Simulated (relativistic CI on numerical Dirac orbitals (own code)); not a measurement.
**Zn XXVI: sensitivity of the levels to the model**

Base calculation: Dirac-Coulomb-Breit CI, separate exchange-only KLI orbitals for each configuration, QED by a radiative potential, unscaled Slater integrals.

Configurations in the expansion (outside the closed core 1s2): 2s²2p, 2s2p², 2p³, 2p²3s, 2p²3p, 2p²3d, 2s²3s, 2s²3p, 2s²3d, 2s2p3s, 2s2p3p, 2s2p3d, 2s²4s, 2s²4p, 2s²4d, 2s²4f. Levels of other configurations are missing.

Variants: (1) QED terms removed. Shifts of the energy above 2s²2p ²P°1/2, in eV, for the lowest level and the first level of each name with at least 55 % of one term (blank where a level changes its place among those of its configuration and J or its character, or is not in the variant):

```csv
Level,Base,Δ(1)
2s²2p ²P°1/2,0.00,0.00
2s²2p ²P°3/2,27.49,-0.05
2s2p² ⁴P1/2,63.31,+0.75
2s2p² ⁴P3/2,77.93,+0.71
2s2p² ⁴P5/2,88.79,+0.69
2s2p² ²D3/2,120.17,+0.71
2s2p² ²D5/2,128.38,+0.67
2s2p² ²P1/2,133.57,+0.73
2s2p² ²S1/2,162.80,+0.66
2s2p² ²P3/2,164.62,+0.67
2p³ ⁴S°3/2,199.58,+1.48
2p³ ²D°3/2,223.17,+1.46
2p³ ²D°5/2,230.62,+1.45
2p³ ²P°1/2,251.71,+1.43
2p³ ²P°3/2,268.67,+1.38
2s²3s ²S1/2,1393.11,-0.23
2s²3p ²P°1/2,1419.94,+0.01
2s²3p ²P°3/2,1427.70,0.00
2s2p3s ⁴P°1/2,1446.09,+0.52
2s²3d ²D3/2,1452.04,-0.01
2s2p3s ⁴P°3/2,1452.20,+0.51
2s²3d ²D5/2,1454.38,-0.02
```

At this charge energies of transitions that change n are usually good to better than 1 %, and those within a shell (Δn = 0) to a few per cent.

Ionisation energy from the two ground configurations alone: base 2494.18 eV. The NIST ASD value (semi-empirical) is 2491.5 eV.

LS names give the leading component of a level, which can be under half, so a name can repeat, a term be missing and a line seem to break the LS rules.
